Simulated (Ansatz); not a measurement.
Input for Ansatz (a quantum-chemistry and plane-wave program): R-PBE/def2-TZVPP on H4OSi (SMILES O[SiH3]), atoms moved off the minimum.

Ansatz 0.2 input:
```yaml
crystal:
  periodic: [false, false, false]
  atoms:
    - {symbol: Si, position_ang: [-0.43740967, 0.17344558, -0.01703418]}
    - {symbol: O, position_ang: [0.97473349, -0.27061908, -0.24908562]}
    - {symbol: H, position_ang: [-0.74422186, 1.53380817, -0.11279985]}
    - {symbol: H, position_ang: [-1.10728212, -0.59992388, -1.05151702]}
    - {symbol: H, position_ang: [-0.99214171, -0.16141171, 1.36398395]}
    - {symbol: H, position_ang: [1.65794995, 0.11265521, 0.37352993]}
basis:
  gaussian:
    orbitals: def2-TZVPP
hamiltonian:
  xc: {name: PBE}
scf: {lower_state_search: off}
output: {forces: true}
```

The log:

```
WARN ansatz: RAYON_NUM_THREADS=1 ignored (pool sized by the plan → 1); use --threads N
Functional definition: PBE
these checks for a lower state are left out or cut short: stability, starts, cluster_reference, orbital_swaps, neighbouring_geometries, increment
integrals: 0.03 GiB planned
675 factors; their error is unknown
mean field: 0.32 GiB planned
mean field evaluation 1: about -9978.3371 eV, gradient 6.2e1 eV
mean field evaluation 2: about -9953.5605 eV, gradient 1.3e2 eV
mean field evaluation 4: about -9984.5974 eV, gradient 3.4e0 eV
mean field evaluation 8: about -9984.6318 eV, gradient 2.4e-2 eV
mean field evaluation 16: about -9984.6144 eV, gradient 3.5e-5 eV
mean field -9984.61435247 eV, -366.9278096385 hartree, gradient 5.6e-7 eV, S^2 0.000000; 0 other end points of the search recorded, 0 dependent functions left out
the calculation of the forces begins
reference -9984.61438562 eV, -366.9278108569 hartree; 13, 13 occupied and 116, 116 virtual orbitals, 675 factors
Total energy: -9984.61438562 eV, -366.9278108569 hartree
Atom 0 at    -0.437410     0.173446    -0.017034 Å, force    -6.906588    -0.071199     1.714345 eV/Å
Atom 1 at     0.974733    -0.270619    -0.249086 Å, force     8.374458    -0.984490     0.398602 eV/Å
Atom 2 at    -0.744222     1.533808    -0.112800 Å, force    -0.222718     2.159097    -0.371065 eV/Å
Atom 3 at    -1.107282    -0.599924    -1.051517 Å, force    -0.775047    -0.224749    -0.430550 eV/Å
Atom 4 at    -0.992142    -0.161412     1.363984 Å, force     0.164621    -0.114831    -0.242184 eV/Å
Atom 5 at     1.657950     0.112655     0.373530 Å, force    -0.634725    -0.763828    -1.069148 eV/Å
Dipole moment:     0.280863     0.164866     0.173982 e Å
Checks for a lower state left out: stability, starts, cluster_reference, orbital_swaps, neighbouring_geometries, increment
```

The run converged.

Cost: very roughly 1.1 core-seconds.
